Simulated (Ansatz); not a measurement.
Consider the substitution at a C–C bond: `CC#CC=O` + `N[SiH](S)Cl` → `CN[SiH](S)Cl` + `C#CC=O`.

Program: Ansatz. Geometries: PBE0-D4/def2-TZVP. ΔE: electronic, gas phase. CCSD(T)/CBS adds triple-zeta CCSD(T) − MP2 to the extrapolated MP2 energy (def2 sets, frozen cores). Functionals use def2-TZVPP. B3LYP here is the variant with VWN-RPA as its local correlation; programs differ in this. Each species was taken in one conformer, which may not be the lowest.

`CC#CC=O`:

```xyz
9

C    -1.521    0.666   -0.733
C    -0.309    0.131   -0.157
C     0.710   -0.318    0.306
C     1.904   -0.838    0.914
O     2.803   -1.363    0.308
H    -2.393    0.373   -0.143
H    -1.659    0.312   -1.757
H    -1.481    1.758   -0.752
H     1.946   -0.722    2.014
```

`N[SiH](S)Cl`:

Cartesian coordinates in Å:
```
N -1.358 0.379 0.166
Si 0.271 0.201 -0.263
S 1.262 -0.408 1.514
Cl 0.683 -1.199 -1.729
H -1.976 0.951 -0.386
H -1.851 -0.349 0.659
H 0.730 1.487 -0.825
H 2.239 -1.062 0.865
```

`CN[SiH](S)Cl`:

Z-matrix (Å, degrees):
```
C
N 1 1.450
H 1 1.093 2 110.9
H 1 1.095 2 112.6 3 121.8
H 1 1.091 2 109.4 3 -118.4
Si 2 1.691 1 126.2 3 142.8
H 2 1.008 1 114.1 3 -57.6
Cl 6 2.072 2 115.4 1 63.8
S 6 2.127 2 107.2 1 -55.2
H 6 1.477 2 107.0 1 -178.7
H 9 1.343 6 94.5 2 150.3
```

`C#CC=O`:

```xyz
6

C    -1.223   -0.895    0.226
C    -0.278   -0.171    0.065
C     0.886    0.651   -0.162
O     1.009    1.771    0.258
H    -2.071   -1.523    0.379
H     1.677    0.167   -0.766
```

```
             level  ΔE (kJ/mol)  difference from CCSD(T)/CBS
         r2SCAN-D4         75.6                         10.4
          B3LYP-D4         68.4                          3.2
            B2PLYP         70.8                          5.6
            r2SCAN         76.6                         11.4
     HF/def2-TZVPP         69.9                          4.7
   CCSD/def2-TZVPP         64.5                         -0.7
CCSD(T)/def2-TZVPP         63.9                         -1.3
     HF/def2-QZVPP         69.8                          4.6
      HF/CBS(def2)         69.8                          4.6
    CCSD/CBS(def2)         65.8                          0.6
       CCSD(T)/CBS         65.2                            0
```

Largest T1 diagnostic among the species: 0.016.

The D4 term adds −5.7 kJ/mol with B3LYP and −3.3 kJ/mol with PBE0; it sums over pairs of atoms, weighted by their polarisabilities, and B3LYP, whose exchange is more repulsive, gets the larger term.
